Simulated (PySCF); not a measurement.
## Working out the excitation energy of K

K [Ar] 4s1 (2S) → K [Ar] 4p1 (2P). Computed with PySCF 2.14 in def2-QZVPPD, with no relativity, point nucleus. Frozen: [Ne]. Energies in hartree (1 hartree = 27.21139 eV):

```tsv
part	K (lower)	K (upper)
UHF	-599.164594	-599.112853
CCSD correlation	-0.226635	-0.220487
(T)	-0.006710	-0.006227
```

What does Hartree-Fock give?

(-599.112853) − (-599.164594) = 0.051741 hartree = 1.408 eV.

What do CCSD and CCSD(T) give?

The CCSD correlation energies differ by 0.006148 hartree = 0.167 eV and the triples by 0.000483 hartree = 0.013 eV, so CCSD gives 1.575 eV and CCSD(T) 1.588 eV.

Measured between the centres of the two terms (NIST): 1.615 eV, so CCSD(T) (valence and next inner shell) is off by -0.027 eV.

The calculation is non-relativistic.

What remains against the reference includes basis incompleteness, the frozen core and higher excitations.
